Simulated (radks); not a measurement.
Spherical quantum dot in the effective-mass picture: electrons in a parabolic well V = omega^2 r^2 / 2 with omega = 0.13, all in effective atomic units (hartree* = m*/eps^2 hartree, bohr* = eps/m* bohr), one dielectric constant everywhere. Method: non-relativistic Kohn-Sham, LDA (Slater exchange, Perdew-Wang correlation), spin-polarised, spherical densities; computed with a radial shooting solver with Libxc functionals. Levels are named by radial order and angular momentum (1s, 1p, 1d, 2s, ...), and open shells are averaged over m. Results are scaled to m* = 0.388 and eps = 9.9, for which hartree* = 107.7 meV and bohr* = 1.35 nm.

N = 20, configuration 1s2 1p6 1d10 2s2. This is the lowest configuration that the search found. Occupied and some empty levels:

| level | occupation | eigenvalue (meV) | <r> (nm) |
|---|---|---|---|
| 1s | 2 | 288.50 | 9.382 |
| 1p | 6 | 291.36 | 10.60 |
| 1d | 10 | 295.34 | 11.45 |
| 2s | 2 | 298.68 | 8.648 |
| 1f | 0 | 300.26 | 12.13 |
| 2p | 0 | 304.70 | 9.965 |
| 1g | 0 | 305.96 | 12.72 |

Energy (meV): total 3528.56, kinetic 155.35, external 1238.3, Hartree 2438.1, exchange-correlation -303.18.

Electron density:

| r (nm) | n(r) (e/nm^3) |
|---|---|
| 0.445 | 0.002442 |
| 2.12 | 0.002219 |
| 3.80 | 0.001853 |
| 5.48 | 0.001607 |
| 7.16 | 0.001649 |
| 8.84 | 0.001859 |
| 10.5 | 0.001875 |
| 12.2 | 0.001429 |
| 13.9 | 0.0007302 |
| 15.6 | 0.0002330 |
| 17.2 | 0.00004478 |
| 18.9 | 5.063e-06 |
| 20.6 | 3.544e-07 |
| 22.3 | 1.528e-08 |
